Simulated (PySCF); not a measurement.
These compounds are isomers of formula C7H11ClO.

A. SMILES C1C(C(=O)Cl)CCCC1
B. SMILES CC(/C(=C/C)C(=O)Cl)C
C. SMILES C/C(=C/C(C)C)C(=O)Cl
D. SMILES CCC(C(=O)Cl)=C(C)C

Spectrum 1. $^{13}$C{$^{1}$H} NMR (computed): δ 174.2 (C), 170.3 (C), 137.1 (C), 28.1 (CH3), 27.8 (CH3), 27.1 (CH2), 16.1 (CH3).

Spectrum 2. $^{13}$C{$^{1}$H} NMR (computed): δ 174.5 (C), 171.0 (CH), 134.8 (C), 32.1 (CH), 25.5 (CH3), 23.1 (CH3).

Spectrum 3. $^{13}$C{$^{1}$H} NMR (computed): δ 186.6 (C), 53.6 (CH), 30.7 (CH2), 27.9 (CH2), 24.1 (CH2).

Spectrum 4. $^{13}$C{$^{1}$H} NMR (computed): δ 178.7 (C), 154.2 (C), 140.8 (CH), 42.8 (CH), 23.1 (CH3), 18.7 (CH3).

No solvent, one conformer, non-relativistic Hamiltonian, averaged over atoms made equivalent by symmetry, fast rotation or ring inversion. σ from GIAO-PBE0/pcSseg-1; geometry: PBE0-D3(BJ)/def2-SVP; PySCF.

δ = σ(ref) − σ, references computed at the same level: $^{13}$C vs TMS. Shifts are as computed. Against solution values, carbons near 30 ppm lie about +2 ppm off and those near 130 ppm about +5 ppm; carbons on Cl a further +5 ppm. Of 1313 compounds with measured shifts, 239 miss one by over three times the rms of a fit or turn the order of signals round; such compounds aren't used in these exercises. Carbons bonded to Cl come out too deshielded.

Match each spectrum to its structure.

## Answers

1–D, 2–C, 3–A, 4–B.

- Spectrum 1 (D): 7 $^{13}$C signals; δC 170.3 is a β carbon of a C=C–C=O unit; δC 137.1 is an α carbon of a C=C–C=O unit.
- Spectrum 2 (C): 6 $^{13}$C signals; δC 171.0 is a β carbon of a C=C–C=O unit; δC 134.8 is an α carbon of a C=C–C=O unit.
- Spectrum 3 (A): 5 $^{13}$C signals; δC 53.6 is an sp3 CH α to a carbonyl; δC 30.7 is an sp3 CH2 in a ring.
- Spectrum 4 (B): 6 $^{13}$C signals; δC 154.2 is an α carbon of a C=C–C=O unit; δC 140.8 is a β carbon of a C=C–C=O unit.
